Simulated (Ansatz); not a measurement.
Total energies of `N[CH](O)[InH2]`.

```xyz
10

N    -0.395    1.378   -0.020
C     0.096    0.122   -0.496
O    -0.884   -0.754   -1.065
In    0.927   -1.029    1.163
H    -1.141    1.265    0.654
H    -0.720    1.992   -0.760
H     0.872    0.334   -1.239
H    -1.192   -0.388   -1.903
H    -0.027   -1.114    2.604
H     2.465   -1.807    1.062
```

The species carries charge 0 and has multiplicity 1. Correlated methods include outer-core shells of In, which these sets cover unevenly. In takes the def2 core potential. Geometry: relaxed with PBE0-D4/def2-TZVP. It is one conformer, not always the lowest. Basis def2-TZVPP, the Gaussian-basis code of Ansatz.

RPA on PBE orbitals: Hartree–Fock energy of these orbitals -359.84216 Eh, correlation -1.43459 Eh (frozen core).

```
functional  energy without D4 (Eh)  D4 term (kJ/mol)
      BLYP              -361.75001             -38.0
    B2PLYP              -361.50188                 –
```

(1) Give the same for LDA (SPW92), PBE, revPBE, r2SCAN, B97M-V, PBE0, B3LYP, r2SCANh, r2SCAN0, HSE06 (plane-wave form), BHLYP, CAM-B3LYP, LC-ωPBE, ωB97X-V, ωB97M-V, PBE-QIDH. (Best estimate.)

B3LYP takes the VWN-RPA correlation (the form of Gaussian; ORCA's B3LYP/G). HSE06 is the plane-wave form, built on full-range PBE exchange. The double hybrids freeze the cores in their second-order part.

Answers

(1) The calculation gave: 
```json
{"functional": "LDA (SPW92)", "energy without D4 (Eh)": "-360.15728", "D4 term (kJ/mol)": "–"}
{"functional": "PBE", "energy without D4 (Eh)": "-361.64910", "D4 term (kJ/mol)": "-17.2"}
{"functional": "revPBE", "energy without D4 (Eh)": "-361.84776", "D4 term (kJ/mol)": "-52.7"}
{"functional": "r2SCAN", "energy without D4 (Eh)": "-361.82630", "D4 term (kJ/mol)": "-4.1"}
{"functional": "B97M-V", "energy without D4 (Eh)": "-361.81979", "D4 term (kJ/mol)": "–"}
{"functional": "PBE0", "energy without D4 (Eh)": "-361.65599", "D4 term (kJ/mol)": "-14.5"}
{"functional": "B3LYP", "energy without D4 (Eh)": "-361.92350", "D4 term (kJ/mol)": "-27.9"}
{"functional": "r2SCANh", "energy without D4 (Eh)": "-361.80266", "D4 term (kJ/mol)": "-4.4"}
{"functional": "r2SCAN0", "energy without D4 (Eh)": "-361.76856", "D4 term (kJ/mol)": "-4.8"}
{"functional": "HSE06 (plane-wave form)", "energy without D4 (Eh)": "-361.64577", "D4 term (kJ/mol)": "-13.5"}
{"functional": "BHLYP", "energy without D4 (Eh)": "-361.66914", "D4 term (kJ/mol)": "-22.0"}
{"functional": "CAM-B3LYP", "energy without D4 (Eh)": "-361.75805", "D4 term (kJ/mol)": "-14.7"}
{"functional": "LC-ωPBE", "energy without D4 (Eh)": "-361.78356", "D4 term (kJ/mol)": "–"}
{"functional": "ωB97X-V", "energy without D4 (Eh)": "-361.77537", "D4 term (kJ/mol)": "–"}
{"functional": "ωB97M-V", "energy without D4 (Eh)": "-361.72626", "D4 term (kJ/mol)": "–"}
{"functional": "PBE-QIDH", "energy without D4 (Eh)": "-361.42649", "D4 term (kJ/mol)": "–"}
```

LC-ωPBE has ω = 0.4 bohr⁻¹.
